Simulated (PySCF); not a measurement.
**Two-dimensional NMR puzzle**

Compound of formula C₅H₁₂OSi₃. Correlations simulated from computed shifts and the bond graph:

HSQC (one-bond C–H):
```csv
δH,δC
6.37,136.0
3.59,62.0
3.38,62.0
3.27,32.6
```

COSY cross peaks (H two or three bonds apart, from the bond graph; peaks can be absent where the dihedral angle is near 90°):
```csv
δH,δH
6.37,4.19
5.54,5.09
5.54,3.27
5.09,3.27
3.59,3.38
3.59,3.27
3.38,3.27
```

HMBC (two and three bonds, from the bond graph):
```csv
δH,δC
6.37,"173.1, 32.6"
5.54,"245.4, 173.1, 62.0, 32.6"
5.09,"245.4, 173.1, 62.0, 32.6"
4.25,"173.1, 136.0, 32.6"
4.19,"173.1, 136.0"
3.59,"245.4, 173.1, 32.6"
3.38,"245.4, 173.1, 32.6"
3.27,"245.4, 173.1, 136.0, 62.0"
```

Carbons without hydrogens: δ 245.4, 173.1.

A single conformation, non-relativistic Hamiltonian, fast rotation and ring inversion assumed for equivalent nuclei, isolated molecule. GFN2-xTB geometry; NMR shieldings at PBE0/pcSseg-1/GIAO; PySCF 2.14.0 with density-fitted response routines.

References, each an isolated molecule treated in the same way: ¹H (σref 31.72), ¹³C (σref 186.93) against TMS.

Exchangeable hydrogens are left out of these lists.

Assemble the structure.

## Answers

SMILES C(/[C@H]1CC(=O)[SiH2]1)([SiH3])=C/[SiH3].

Structure with atom numbers: `[O:1]=[C:2]1[CH2:3][C@H:4](/[C:5]([SiH3:6])=[CH:7]\[SiH3:8])[SiH2:9]1`. Each H is labelled by its parent atom. Ha(C3), Ha(Si9) are cis to C5 on the ring; Hb(C3), Hb(Si9) are trans to C5 on the ring.

1. δC 245.4 is C2, a carbonyl carbon.
2. δC 173.1 is C5, a fully substituted alkene carbon.
3. δC 136.0 is C7, an alkene CH (δH 6.37).
4. δC 62.0 is C3, an sp3 CH2 α to a carbonyl (δH 3.59, 3.38).
5. δC 32.6 is C4, an allylic sp3 CH bonded to Si (δH 3.27).
6. HMBC from δH 6.37 reaches the proton-free carbon C5.
7. HMBC from δH 5.54 reaches the proton-free carbons C2, C5.
8. HMBC from δH 5.09 reaches the proton-free carbons C2, C5.
9. HMBC from δH 4.25 reaches the proton-free carbon C5.
10. COSY links 6.37–4.19, 5.54–5.09, 5.54–3.27, 5.09–3.27, 3.59–3.38, 3.59–3.27.

The shifts were computed for this structure.

Shifts are as computed. Against solution values, carbons near 30 ppm lie about +3 ppm off and those near 130 ppm about +5 ppm. Of 1309 compounds with measured shifts, 239 miss one by over three times the rms of a fit or turn the order of signals round; such compounds aren't used in these exercises.
